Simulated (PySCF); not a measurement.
Dipole moment and polarisability of `CC(=S)C1COC1`

Species: C5H8OS.
Cartesian coordinates in Å at the PBE0-D3(BJ)/def2-SVP level; atoms count from 1:
```xyz
15
C5H8OS angstrom
C      1.9724    0.1074    0.6832
C      1.3281   -0.1787   -0.6383
S      2.1817   -0.6843   -1.9295
C     -0.1589   -0.0063   -0.7184
C     -0.9334   -0.9389    0.2455
O     -1.2630    0.1389    1.1108
C     -0.7982    1.0891    0.1584
H      2.9420   -0.3980    0.7647
H      1.3198   -0.1593    1.5297
H      2.1547    1.1937    0.7613
H     -0.4776   -0.0416   -1.7670
H     -1.8240   -1.3970   -0.2217
H     -0.3467   -1.7287    0.7455
H     -0.1232    1.8392    0.6022
H     -1.6281    1.6149   -0.3477
```

Level: PBE0/def2-SVPD (PySCF), static field, nuclei fixed, core orbitals frozen in the response. The polarisability tensor in these axes (au):

```
x    91.68  -4.86 -11.77
y    -4.86  72.98   8.13
z   -11.77   8.13  88.52
```

Problem. Give the principal values, the mean and the anisotropy Δα = √{½[(α1 − α2)² + (α2 − α3)² + (α1 − α3)²]}.

Solution. Principal values 69.50, 79.10 and 104.57 au; mean 84.39 au = 12.51 Å³ = 13.91 × 10⁻⁴⁰ C²·m²/J; Δα = 31.39 au (37 % of the mean).

Problem. What is the dipole moment, and where does it point?

Solution. (-0.92, 0.80, 0.83) D, 1.48 D in size, pointing from the negative to the positive side. Measured along this direction, the outermost atoms are S3 at the negative end and H15 at the positive end.

Problem. In TDDFT the mean static polarisability is Σ f/ω² over all singlet excitations (ω in hartree). How much of it do the 6 lowest give? Their energies (eV) and oscillator strengths: 2.53, 0.0000; 4.55, 0.0056; 5.58, 0.2990; 5.85, 0.0280; 5.87, 0.0159; 6.46, 0.0143.

Solution. They add up to 8.51 au, 10.1 % of the 84.39 au; the largest single term is 7.11 au, from the state at 5.58 eV. Terms in order: 0.00, 0.20, 7.11, 0.61, 0.34, 0.25 au. Higher excitations give the rest. The strengths listed sum to 0.363.

Problem. Find the Langevin capture rate constant for H3+ (3.023 u) meeting this molecule (116.030 u), k = 2.342 × 10⁻⁹ cm³/s × √(α in Å³ / reduced mass in u).

Solution. The reduced mass is 2.95 u, so k = 4.82 × 10⁻⁹ cm³/s. The formula leaves out the permanent dipole, which adds to the capture rate.

Problem. Estimate the molar refractivity from the static electronic polarisability.

Solution. Lorentz–Lorenz: R = (4π/3)N_A α = 2.5225 cm³/(mol·Å³) × 12.51 Å³ = 31.5 cm³/mol, in the limit of long wavelengths.

Problem. Give the eigenvalues of the traceless quadrupole moment Θ = ½Σq(3rr − r²1), origin at the centre of nuclear charge.

Solution. -15.44, 7.02, 8.41 D·Å. The values depend on the origin, since the dipole doesn't vanish. The electronic extent ⟨r²⟩ about the same centre is 987 bohr², a root-mean-square distance of 2.11 Å for the 62 electrons.

Geometry: PBE0-D3(BJ)/def2-SVP, one conformer, isolated molecule.

The run behind these numbers computed excited states as well. The run took about 90 s of CPU time (one thread, shared machine).
